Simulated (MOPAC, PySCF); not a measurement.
CHF₃S, SMILES `FC(F)(F)S`, neutral singlet in the gas phase. 

Cartesian coordinates (Å):
SMILES: FC(F)(F)S
```xyz
6

F     -0.6719     1.2900     0.0632
C     -0.4289    -0.0258    -0.0474
F     -1.3005    -0.5375    -0.9268
F     -0.6808    -0.5694     1.1541
S      1.2480    -0.3835    -0.6436
H      1.8341     0.2262     0.4005
```
Charge 0, spin multiplicity 1.

All levels are single points at this geometry (B3LYP-D3(BJ)/def2-TZVP); Pople sets use spherical d functions. Orbital energies aren't observables, and empty levels follow the basis.

```json
[
 {"level": "ωB97X-D3(BJ)/def2-TZVP in PySCF", "HOMO (eV)": "-10.76", "LUMO (eV)": "1.79", "gap (eV)": "12.55", "dipole (D)": "1.54", "vertical IE, Delta-SCF (eV)": "11.01"},
 {"level": "B3LYP/3-21G in PySCF", "HOMO (eV)": "-7.89", "LUMO (eV)": "-0.01", "gap (eV)": "7.89", "dipole (D)": "1.47", "vertical IE, Delta-SCF (eV)": "–"},
 {"level": "B3LYP/6-31G* in PySCF", "HOMO (eV)": "-7.73", "LUMO (eV)": "-0.34", "gap (eV)": "7.39", "dipole (D)": "1.33", "vertical IE, Delta-SCF (eV)": "10.72"},
 {"level": "B3LYP/LANL2DZ in PySCF", "HOMO (eV)": "-8.33", "LUMO (eV)": "-0.47", "gap (eV)": "7.86", "dipole (D)": "2.02", "vertical IE, Delta-SCF (eV)": "–"},
 {"level": "BP86/6-31G* in PySCF", "HOMO (eV)": "-6.68", "LUMO (eV)": "-1.15", "gap (eV)": "5.54", "dipole (D)": "1.21", "vertical IE, Delta-SCF (eV)": "–"},
 {"level": "M06-2X/6-31G* in PySCF", "HOMO (eV)": "-9.33", "LUMO (eV)": "0.82", "gap (eV)": "10.15", "dipole (D)": "1.46", "vertical IE, Delta-SCF (eV)": "–"},
 {"level": "PBE/6-31G* in PySCF", "HOMO (eV)": "-6.57", "LUMO (eV)": "-1.04", "gap (eV)": "5.53", "dipole (D)": "1.21", "vertical IE, Delta-SCF (eV)": "10.45"},
 {"level": "SVWN5/6-31G* in PySCF", "HOMO (eV)": "-6.69", "LUMO (eV)": "-1.21", "gap (eV)": "5.48", "dipole (D)": "1.30", "vertical IE, Delta-SCF (eV)": "10.69"},
 {"level": "HF/3-21G in PySCF", "HOMO (eV)": "-11.75", "LUMO (eV)": "3.81", "gap (eV)": "15.56", "dipole (D)": "1.95", "vertical IE, Delta-SCF (eV)": "–"},
 {"level": "HF/6-31G* in PySCF", "HOMO (eV)": "-11.33", "LUMO (eV)": "3.63", "gap (eV)": "14.96", "dipole (D)": "1.69", "vertical IE, Delta-SCF (eV)": "9.95"},
 {"level": "HF/STO-3G in PySCF", "HOMO (eV)": "-8.38", "LUMO (eV)": "10.67", "gap (eV)": "19.05", "dipole (D)": "1.14", "vertical IE, Delta-SCF (eV)": "–"},
 {"level": "AM1 in MOPAC", "HOMO (eV)": "-10.29", "LUMO (eV)": "-1.22", "gap (eV)": "9.08", "dipole (D)": "1.54", "vertical IE, Delta-SCF (eV)": "–"},
 {"level": "PM3 in MOPAC", "HOMO (eV)": "-10.62", "LUMO (eV)": "-1.59", "gap (eV)": "9.03", "dipole (D)": "1.68", "vertical IE, Delta-SCF (eV)": "–"}
]
```
